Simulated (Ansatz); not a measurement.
C6H12O, SMILES `CC(=O)CC(C)C`. The species carries charge 0 and has multiplicity 1. The geometry is a stationary point of PBE0-D4/def2-TZVP. It is one conformer, not always the lowest.

```xyz
19

C    -2.431    1.488    0.295
C    -1.497    0.339    0.560
O    -1.893   -0.711    1.004
C    -0.038    0.585    0.251
C     0.827   -0.663    0.181
C     0.481   -1.502   -1.041
C     2.303   -0.292    0.190
H    -3.400    1.300    0.755
H    -2.013    2.430    0.660
H    -2.562    1.597   -0.786
H     0.038    1.168   -0.676
H     0.324    1.259    1.040
H     0.608   -1.259    1.073
H     0.673   -0.940   -1.962
H     1.089   -2.409   -1.076
H    -0.567   -1.802   -1.032
H     2.558    0.322   -0.680
H     2.569    0.274    1.086
H     2.932   -1.185    0.158
```

Task: What is the dipole moment at B3LYP/def2-TZVPP? (An estimate is asked.)

Result: Computed: 2.63 D, with components (0.93, 2.29, -0.91) D in this frame, pointing from negative to positive charge.

Task: And with PBE, r2SCAN, ωB97M-V? (Estimate.)

Result: Ansatz gave: PBE 2.50 D, r2SCAN 2.61 D, ωB97M-V 2.64 D.

Task: Give the Mulliken charges with B3LYP, ωB97M-V, r2SCAN in def2-TZVPP. (An estimate is asked.)

Result: Computed: 
```csv
atom,B3LYP,ωB97M-V,r2SCAN
C1,-0.26,-0.31,-0.16
C2,0.20,0.21,0.23
O3,-0.29,-0.30,-0.33
C4,-0.16,-0.21,-0.11
C5,0.11,-0.03,0.20
C6,-0.29,-0.32,-0.20
C7,-0.26,-0.31,-0.17
H8,0.10,0.12,0.07
H9,0.09,0.11,0.06
H10,0.09,0.11,0.06
H11,0.07,0.11,0.04
H12,0.08,0.12,0.05
H13,0.04,0.08,-0.01
H14,0.06,0.10,0.03
H15,0.08,0.10,0.04
H16,0.10,0.12,0.07
H17,0.07,0.10,0.04
H18,0.08,0.10,0.04
H19,0.08,0.10,0.04
```

B3LYP here is the variant with VWN-RPA as its local correlation; programs differ in this.
